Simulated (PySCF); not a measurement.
A PySCF script (with the pyscf-properties extension) for the NMR shieldings of `BN1BNBN(C)B1`, CH9B4N3, on a GFN2-xTB geometry:

```python
import basis_set_exchange as bse
import numpy as np
from pyscf import gto, dft
from pyscf.prop import nmr

atoms = """
B     2.275155    1.211160   -1.157994
N     1.294537    0.445377   -0.477925
B     1.682207   -0.583051    0.455233
N     0.666922   -1.305821    1.117061
B    -0.716376   -1.089061    0.902923
N    -1.090526   -0.084072   -0.032216
C    -2.505690    0.139380   -0.285919
B    -0.112900    0.681337   -0.708348
H     3.411623    1.000191   -0.965948
H     1.945163    2.050175   -1.906103
H     2.810885   -0.818257    0.666596
H     0.940274   -2.018621    1.776394
H    -1.526379   -1.716766    1.476988
H    -2.640359    0.982904   -0.960630
H    -2.956734   -0.745848   -0.740218
H    -3.035544    0.347526    0.645389
H    -0.449256    1.515478   -1.462238
"""
names = dict.fromkeys(["B", "N", "C", "H"], "pcSseg-1")
basis = {el: gto.basis.parse(bse.get_basis(n, elements=[el], fmt="nwchem")) for el, n in names.items()}
mol = gto.M(atom=atoms, basis=basis, charge=0, verbose=0)
mf = dft.RKS(mol, xc="PBE0")
mf.grids.level = 2
mf.grids.alignment = dft.numint.BLKSIZE   # the property module wants whole blocks of grid points
mf.conv_tol = 1e-9
mf.kernel()

calc = nmr.RKS(mf)   # GIAO
C = mf.mo_coeff
Co = C[:, mf.mo_occ > 0]
resp = mf.gen_response(singlet=True, hermi=2)
def vind(x):   # induced exchange potential for any number of trial vectors
    d = np.einsum("pi,xij,qj->xpq", C, 2 * x.reshape(-1, C.shape[1], Co.shape[1]), Co, optimize=True)
    return np.einsum("xpq,pi,qj->xij", resp(d - d.transpose(0, 2, 1)), C, Co, optimize=True).ravel()
mo1, _ = nmr.rhf.solve_mo1(calc, with_cphf=vind)
sigma = calc.kernel(mo1)
for i, s in enumerate(sigma):   # ppm
    print("%2d %-2s %9.2f" % (i, mol.atom_pure_symbol(i), np.trace(s) / 3))
```

**Question.** What are the results?

**Answer.** 
```
 0 B      42.00
 1 N      61.62
 2 B      67.43
 3 N     116.31
 4 B      70.73
 5 N     115.32
 6 C     144.79
 7 B      65.29
 8 H      25.72
 9 H      25.72
10 H      26.61
11 H      25.47
12 H      26.73
13 H      28.35
14 H      28.16
15 H      28.18
16 H      26.51
```

These numbers come from an equivalent density-fitted implementation of the same equations, which agrees with the script to about 0.01 ppm for H and up to a few tenths of a ppm for heavy atoms, so last digits may differ.

Size and cost of the density-fitted run: 181 basis functions, 44 s wall time on 1 thread of an Arm Neoverse N1, shared host; peak memory 0.81 GiB.
